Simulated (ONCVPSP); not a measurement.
# fluorine: ONCV pseudisation with PBE, scalar-relativistic reference atom.

| Quantity | Value |
| --- | --- |
| Element | fluorine |
| Generator | ONCVPSP 4.0.1 |
| Type | optimised norm-conserving Vanderbilt (ONCV) |
| Functional | PBE |
| Relativity | scalar-relativistic |
| Frozen core | [He] |
| Valence charge | 7 |
| Reference configuration | 2s2 2p3 (charge +2) |
| Partial waves | 2s: rc 0.70 bohr, ncon 4, nbas 8, qcut 7.3 1/bohr, 1 projector; 2p: rc 1.55 bohr, ncon 4, nbas 8, qcut 8.6 1/bohr, 3 projectors, debl 1.8 Ha |
| Local potential | polynomial inside 0.60 bohr (lpopt 2, dvloc0 0 Ha) |
| Core correction | Teter function, fcfact 3, rcfact 1.25 |

In the p channel the program set the typed energies aside and used -1.801, 0.250, 2.050 Ha.

All-electron outer shells of the reference configuration (PBE, scalar-relativistic, ld1.x):

| shell | level (eV) | outermost node (bohr) | outermost maximum (bohr) |
| --- | --- | --- | --- |
| 1s | -710.26 | – | 0.11 |
| 2s | -67.99 | 0.24 | 0.73 |
| 2p | -49.00 | – | 0.66 |

Results:

```
Cutoffs needed             : 301 Ha and 365 Ha (the cutoffs (Ha) at which the residual kinetic energy of the hardest occupied pseudo-wave falls to 1 and 0.1 mHa per electron)
Ghost test                 : no bound ghost flagged; no localised positive-energy state flagged
Largest excitation error   : +2046 meV (all-electron minus pseudo) for 2s2 2p1, out of 4 test configurations
rms error of d²Exc/dni dnj : 2.35 mHa without and 2.95 mHa with the model core
```

Generation and tests took about 2.4 s on one core of a shared server CPU.
